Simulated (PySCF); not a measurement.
## Two-component Hartree-Fock for Zn(29+) (zinc, charge +29)

Start: 1s1; 1s1/2 filled at m_j = +1/2. Calculated with PySCF 2.14 in an even-tempered Gaussian basis (15 s from 41 bohr⁻², ratio 2.4; 9 p from 54 bohr⁻², ratio 2.4; 3 d from 160 bohr⁻², ratio 2.6; 3 f from 240 bohr⁻², ratio 2.6): generalised Hartree-Fock with the X2C-1e Hamiltonian and a Gaussian nucleus; one run each with spin-orbit coupling (SO) switched off, then screened by Boettger's factors, then bare.

```
spinor shell  electrons  ε, spin-free (eV)  ε, screened SO (eV)  ε, bare SO (eV)  weight of nominal j (screened SO)  rms radius, screened SO (bohr)
       1s1/2          1           -12395.3             -12395.3         -12395.3                              1.000                          0.0566
```

```tsv
quantity	spin-free	screened SO	bare SO
E (hartree)	-455.52024	-455.52024	-455.52024
M_J	1/2	1/2	1/2
⟨J²⟩	0.750	0.750	0.750
⟨L²⟩	0.000	0.000	0.000
⟨S²⟩	0.750	0.750	0.750
```

Without spin-orbit coupling the j labels of p, d and f shells carry no meaning; the spin-free column gives the mean over the occupied spinors of each nl shell.
